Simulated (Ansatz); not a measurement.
Geometry optimisation, UKS PBE/STO-3G in Ansatz.

The input (input.yaml):

```yaml
crystal:
  periodic: [false, false, false]
  atoms:
    - { symbol: C, position_ang: [-0.1343, -1.3334, -1.0161] }
    - { symbol: C, position_ang: [-0.3434, -0.7133, 0.3681] }
    - { symbol: O, position_ang: [-0.0468, -1.7003, 1.2932] }
    - { symbol: F, position_ang: [-1.5636, -0.4027, 0.597] }
    - { symbol: "N", position_ang: [0.4717, 0.423, 0.6544] }
    - { symbol: Si, position_ang: [0.2715, 1.9888, 0.0121] }
    - { symbol: H, position_ang: [-0.761, -2.1948, -1.124] }
    - { symbol: H, position_ang: [0.8943, -1.5563, -1.2359] }
    - { symbol: H, position_ang: [-0.516, -0.5729, -1.7574] }
    - { symbol: H, position_ang: [-0.3781, -1.3215, 2.146] }
    - { symbol: H, position_ang: [1.4262, 0.1419, 0.5921] }
    - { symbol: H, position_ang: [0.5184, 1.8628, -1.426] }
    - { symbol: H, position_ang: [-1.1358, 2.4971, 0.2975] }
    - { symbol: H, position_ang: [1.2838, 2.8524, 0.6278] }
magnetization:
  spin_polarized: true
basis:
  gaussian: { orbitals: STO-3G }
hamiltonian:
  xc: pbe
relax:
  f_tol: 0.02
  max_steps: 40
```

Command:

```bash
$ ansatz run input.yaml --threads 1 --pin off --max-ram 2048MiB --backend cpu --events-out ev --progress --plain --runs-dir out
```

Q: Where does it end, and by what steps?

A: The forces met the threshold. Limits of this set-up: minimal basis. After 18 steps the energy has fallen by 1.650 eV; H12 moved furthest, 0.97 Å. The start is strongly strained (largest force component 9 eV/Å).

| step | energy less start (eV) | largest force component (eV/Å) | accepted |
| --- | --- | --- | --- |
| 0 | 0.0000 | 8.508 | yes |
| 1 | -1.3396 | 1.985 | yes |
| 2 | -1.4941 | 0.544 | yes |
| 3 | -1.5193 | 0.454 | yes |
| 4 | -1.5391 | 0.412 | yes |
| 5 | -1.5490 | 0.269 | yes |
| 6 | -1.5557 | 0.139 | yes |
| 7 | -1.5645 | 0.244 | yes |
| 8 | -1.5718 | 0.387 | yes |
| 9 | -1.5858 | 0.326 | yes |
| 10 | -1.6039 | 0.164 | yes |
| 11 | -1.6304 | 0.258 | yes |
| 12 | -1.6390 | 0.300 | yes |
| 13 | -1.6444 | 0.160 | yes |
| 14 | -1.6487 | 0.069 | yes |
| 15 | -1.6494 | 0.034 | yes |
| 16 | -1.6497 | 0.024 | yes |
| 17 | -1.6497 | 0.038 | yes |
| 18 | -1.6498 | 0.017 | yes |

```xyz
14
Properties=species:S:1:pos:R:3
C 0.016 -1.559 -1.033
C -0.288 -0.674 0.236
O -0.599 -1.572 1.339
F -1.422 0.199 -0.036
N 0.754 0.340 0.651
Si 0.057 1.958 0.215
H -0.799 -2.292 -1.181
H 0.965 -2.109 -0.886
H 0.099 -0.924 -1.935
H -0.325 -0.960 2.132
H 1.652 0.148 0.119
H -0.356 2.183 -1.169
H -0.970 2.392 1.151
H 1.202 2.839 0.425
```

Whether the end is a true minimum wasn't checked by a vibrational analysis.

Time of the run: 94 s on 1 thread of Arm Neoverse V2 (shared host), peak memory 0.2 GiB.
